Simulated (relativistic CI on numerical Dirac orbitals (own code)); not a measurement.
**Ce XII: sensitivity of the levels to the model**

Base calculation: Dirac-Coulomb-Breit CI, separate exchange-only KLI orbitals for each configuration, model QED, unscaled Slater integrals.

Configuration list (outside the closed core [Kr]): 4d10.5s, 4d10.5p, 4d10.4f, 4d10.5d, 4d10.5f, 4d9.5s.4f, 4d10.5g, 4d10.6s, 4d10.6p, 4d9.5s2, 4d10.6d. Double excitations out of closed p, d and f shells are left out; levels of such configurations are missing from the list, as are those of other unlisted configurations, and high levels can miss mixing partners.

Variants: (1) P86 correlation estimate; (2) Breit term removed. Shifts of the energy above 4d10.5s 2S_1/2, in cm⁻¹, for the lowest level and the first level of each name with at least 55 % of one term (blank where a level changes its place among those of its configuration and J or its character, or is not in the variant):

```tsv
Level	Base	Δ(1)	Δ(2)
4d10.5s 2S_1/2	0	0	0
4d10.4f 2F°_5/2	147966	-7097	+1235
4d10.4f 2F°_7/2	150569	-7097	+1514
4d10.5p 2P°_1/2	156373	+1262	-447
4d10.5p 2P°_3/2	193049	+1262	+35
4d10.5d 2D_3/2	450655	+2396	+433
4d10.5d 2D_5/2	457067	+2396	+603
4d10.6s 2S_1/2	658039	+653	+412
4d10.6p 2P°_1/2	728992	+1268	+225
4d10.5f 2F°_5/2	739135	+1966	+839
4d10.5f 2F°_7/2	740206	+1966	+907
4d10.6p 2P°_3/2	744727	+1268	+421
4d9.5s2 2D_5/2	786208	+5891	-555
4d9.5s2 2D_3/2	813798	+5888	+220
```

At this charge transitions that keep the count of f electrons are usually good to a few per cent. Levels and lines within the n = 5 or 6 shells can be off by up to 10 % or somewhat more, and those that change n by about 2 %, since core polarisation is missing. Levels that differ in their count of f electrons can be misplaced by several ten thousand cm⁻¹, since the correlation energy of f electrons is missing or only estimated; rates across such gaps can be off by orders of magnitude.

Ionisation energy from one configuration of each of the two ions, the ground ones as tabulated or assumed: base 190.245 eV; P86 correlation estimate 190.914 eV; Breit term removed 190.336 eV. The NIST ASD value (semi-empirical) is 192.24 ± 0.12 eV.

LS names give the leading component of a level, which can be under half, so a name can repeat, a term be missing and a line seem to break the LS rules.
